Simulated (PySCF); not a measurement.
The complex [V(SH)6]2- (charge -2) contains V(IV), shell d1. The structure is a model geometry with rigid ligands and bond lengths from ionic radii, not a minimum; coordination octahedral, point group S6, metal–donor distances 2.32 Å.

The d shell alone is too small an active space for [V(SH)6]2- (an active orbital has only 0.63 squared overlap with the free ion's shell): its levels, fitted parameters, g values and moments show what this model gives and aren't sound predictions.

```
13

V     0.000    0.000    0.000
S     0.000    0.000    2.320
H     1.320    0.000    2.570
S     0.000    0.000   -2.320
H    -1.320    0.000   -2.570
S     2.320    0.000    0.000
H     2.570    1.320    0.000
S    -2.320    0.000    0.000
H    -2.570   -1.320    0.000
S     0.000    2.320    0.000
H     0.000    2.570    1.320
S     0.000   -2.320    0.000
H     0.000   -2.570   -1.320
```

Method (PySCF 2.14, density fitting): CASSCF(1,5) with orbitals averaged over all microstates of the shell, strongly contracted NEVPT2 on the averaged canonical orbitals; basis x2c-TZVPall on the metal, x2c-SVPall elsewhere; spin-free X2C; IEF-PCM water; spin-orbit coupling by state interaction with the mean-field operator over all roots.

(1) Which term lies lowest, and with what spin?

(2) Where do the spin-allowed transitions within the shell lie?

(3) Give the fitted ligand-field and repulsion parameters.

(4) What magnetic behaviour follows?

The geometry is a model, and the complex may not exist in this form. Charge-transfer states lie outside this active space and may come lower than some of these levels. The ground state is orbitally degenerate in this regular structure, which would distort (Jahn–Teller), so its moment is that of the undistorted model. 2Ag (from 2T2g) (194 cm⁻¹) lies within 300 cm⁻¹ of 2Eg (from 2T2g) at NEVPT2 level, inside the method's error: they are parts of one split term, whose order is undecided, and g values and low-temperature moments can hang on it. NEVPT2 lifts 2Eg from 22256 to 26112 cm⁻¹; on the d shell alone it tends to overshoot states that fill the eg-type orbitals. NEVPT2 on the d shell alone tends to put d–d bands too high for such charged or covalently bound ions.

The job took 24 s on one thread of Arm Neoverse V1 (shared host), with 186 basis functions and a peak of 0.52 GiB, launched as `OMP_NUM_THREADS=1 python lf_run.py task.json out`.

Results:

(1) 2Eg (from 2T2g) (S = 1/2, orbital degeneracy 2), with 1.0 electrons in the lower (t2g-type) set and 0.0 in the upper (eg-type) set, by NEVPT2; the next part of the same split term lies only 194 cm⁻¹ higher, which doesn't decide their order.

(2) By NEVPT2: 2Ag (from 2T2g) at 194 cm⁻¹; 2Eg at 26112 cm⁻¹ (383 nm). All are electric-dipole forbidden at this geometry.

(3) At NEVPT2 level: orbital energies 0, 0, 194, 26112, 26112 cm⁻¹; 10Dq = 26048 cm⁻¹ (difference of the means of the two sets); ζ = 167 cm⁻¹ (free ion 245).

(4) Degenerate or low-lying orbital states mix with the ground state, so no spin-only Hamiltonian applies. The lowest spin-orbit level is 2-fold, effective g = 0.00, 0.00, 0.04; the next lies at 104.4 cm⁻¹. μeff is 1.77 μB at 300 K and 0.38 μB at 10 K; the spin-only value is 1.73 μB.
